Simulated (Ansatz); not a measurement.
Molecule: TiO, charge 0, multiplicity 3. The spin state was set by rule; other spins were not relaxed. 
Structure (B3LYP-D3(BJ)/def2-TZVP (Ansatz, a quantum-chemistry and plane-wave program) minimum search):
```xyz
2

Ti     0.0000     0.0000    -0.4300
O      0.0000     0.0000     1.1824
```
Charge 0, spin multiplicity 3.

Basis-set convergence of Hartree-Fock and CCSD correlation energies (hartree) with Ansatz. Valence correlation only, unless marked. UHF or UKS for open shells. Spin-orbit coupling is left out. The frozen core is the preceding noble-gas configuration, with the filled d and f shells of earlier blocks. Non-relativistic.

The T1 diagnostic of CCSD in the largest basis is 0.046, which is high, so the coupled-cluster rows are less sure than usual.

```tsv
basis	functions	E(HF)	E(corr, CCSD)
def2-SVP	45	-923.09429	-0.27159
def2-TZVPP	95	-923.30701	-0.33001
def2-QZVPP	150	-923.32600	-0.34852
```

Extrapolating the two largest sets (X = 3 and 4) as X^-3: E(corr) = (64·(-0.34852) - 27·(-0.33001))/37 = -0.3620 Eh, an estimate of the basis-set limit. The largest set recovers 96.3 % of it, the smallest 75.0 %.
